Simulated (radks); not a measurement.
Problem. Radial electron density D(r) = 4 pi r^2 rho(r) of an atom or ion with 59 electrons. Calculated with a radial shooting solver on a logarithmic mesh with Libxc functionals: Dirac Kohn-Sham, PBE, spin-unpolarised, spherical densities, finite nucleus; Fermi nuclear charge, rms radius of each element as measured or else 0.836 A^(1/3) + 0.57 fm.

```
   r/bohr * D(r) (the largest magnitude, 104, reaches the edge; | marks zero)
0.0008379 |*
0.0009755 | *
 0.001136 | *
 0.001322 |  *
 0.001539 |  *
 0.001792 |   *
 0.002069 |     *
 0.002409 |      *
 0.002804 |        *
 0.003265 |          *
 0.003801 |            *
 0.004425 |               *
 0.005151 |                   *
 0.005997 |                      *
 0.006981 |                          *
 0.008127 |                              *
 0.009386 |                                  *
  0.01093 |                                      *
  0.01272 |                                        *
  0.01481 |                                          *
  0.01724 |                                          *
  0.02007 |                                         *
  0.02336 |                                       *
   0.0272 |                                      *
  0.03166 |                                     *
  0.03686 |                                      *
  0.04291 |                                         *
  0.04956 |                                             *
   0.0577 |                                                  *
  0.06717 |                                                      *
  0.07819 |                                                      *
  0.09103 |                                                  *
    0.106 |                                             *
   0.1234 |                                         *
   0.1436 |                                        *
   0.1672 |                                            *
   0.1946 |                                               *
   0.2248 |                                              *
   0.2617 |                                       *
   0.3047 |                            *
   0.3547 |                    *
   0.4129 |                 *
   0.4807 |                   *
   0.5596 |                    *
   0.6514 |                   *
   0.7584 |              *
   0.8829 |         *
    1.028 |      *
    1.187 |     *
    1.382 |    *
    1.609 |   *
    1.873 |  *
     2.18 | *
    2.538 |*
    2.955 |*
     3.44 |*
    4.005 *
    4.662 *
    5.384 *
    6.268 *
    7.297 *
    8.495 *
    9.889 *
```

What is the nuclear charge?

Solution. Z = 60. The innermost maximum, from 1s, lies near gamma/Z bohr with gamma = sqrt(1 - (Z/c)^2) = 0.899, here 0.015 bohr (found: 0.0166), and its height grows with Z. The density is that of the neodymium ion Nd+ in [Xe] 4f2 5d1 6s2; the configuration itself is not fixed sharply by these data, and Z only to a few units. D(r) has 4 maxima, at r = 0.0166, 0.0728, 0.204, 0.564 bohr, and minima at 0.0319, 0.135, 0.410 bohr, inside which lie 2.01, 11.20, 29.03 electrons.
